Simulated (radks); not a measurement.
The numbers below are computed, except where a source is named.
Initial-state core-level shifts of the gold ion Au2+ when its valence configuration changes from [Xe] 4f14 5d9. Level of theory: Dirac Kohn-Sham, PBEsol, spin-unpolarised, spherical densities, point nucleus; open shells fill j = l - 1/2 first (a radial shooting solver on a logarithmic mesh with Libxc functionals). Shifts are changes of the shell-averaged eigenvalues in eV (positive: less bound).

valence,2s,2p,3d,4s
4f12 5d9 6p2,-38.716,-38.333,-42.424,-37.917
4f14 5d8 6s1,-3.860,-3.853,-3.832,-3.777
4f13 5d10,-13.594,-13.419,-15.422,-13.405
4f14 5d7 6s2,-7.930,-7.916,-7.861,-7.734
4f14 5d8 6p1,-5.084,-5.075,-5.067,-5.019
4f13.5 5d9.5,-6.732,-6.646,-7.633,-6.663
4f13 5d9 6p1,-18.862,-18.677,-20.671,-18.597
4f14 5d8.5 6s0.5,-1.903,-1.899,-1.890,-1.864
4f12 5d10 6p1,-33.147,-32.775,-36.889,-32.469
